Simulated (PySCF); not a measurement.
Telling isomers of C$_{3}$H$_{10}$N$_{2}$OSi$_{2}$ apart by NMR

[PySCF: shieldings: GIAO PBE0/pcSseg-1; GFN2-xTB structure; single conformer; equivalent nuclei averaged; in vacuum; no relativistic terms]

Shifts are taken against calculated references (same method and geometry level): TMS for ¹H, ¹³C. Where no couplings were computed, multiplicities follow the n + 1 count of equivalent neighbours, and m marks all less simple cases (inequivalent or close neighbours, rings, F or P nearby). Shifts are as computed. Against solution values, carbons near 30 ppm lie about +3 ppm off and those near 130 ppm about +5 ppm. Of 1211 compounds with measured shifts, 218 miss one by over three times the rms of a fit or turn the order of signals round; such compounds aren't used in these exercises. OH and NH positions are gas-phase values without hydrogen bonding to other molecules.

(1) Tabulate the signals of `C=N[SiH2][Si@H](N=C)OC`, `C=NC(=C)O[SiH2]N[SiH3]` and their relative energies.

(2) What is the quickest way to tell C=N[SiH2][Si@H](N=C)OC from C=NC(=C)O[SiH2]N[SiH3]?

Answers

(1) 
```json
{"SMILES": "C=N[SiH2][Si@H](N=C)OC", "carbon types": "2×CH2 1×CH3", "δC": "173.4, 170.6, 52.8", "δH": "8.97 (m, 1H), 8.82 (m, 1H), 8.68 (m, 1H), 8.54 (m, 1H), 5.51 (m, 1H), 5.27 (m, 1H), 5.13 (m, 1H), 3.77 (s, 3H)", "E rel. (kcal/mol)": "19.0"}
{"SMILES": "C=NC(=C)O[SiH2]N[SiH3]", "carbon types": "1×C 2×CH2", "δC": "169.5, 154.8, 79.7", "δH": "7.90 (d, 1H), 7.04 (d, 1H), 5.25 (s, 2H), 4.72 (s, 3H), 3.98 (m, 1H), 3.88 (m, 1H), -0.04 (br s, 1H)", "E rel. (kcal/mol)": "0.0"}
```

Energies are electronic energies at PBE0/pcSseg-1 on these geometries, without zero-point or thermal terms, each for the one conformer computed, which needn't be the lowest.

(2) Both give the same number of carbon signals, but DEPT or the intensities differ. The first has a methyl carbon bonded to O (CH3) at 52.8 ppm, the second an alkene carbon bearing oxygen (C) at 169.5 ppm. Their most deshielded carbons lie at 173.4 and 169.5 ppm. In the proton spectra the most deshielded non-exchanging signals are 8.97 (m, 1H) and 7.90 (d, 1H).
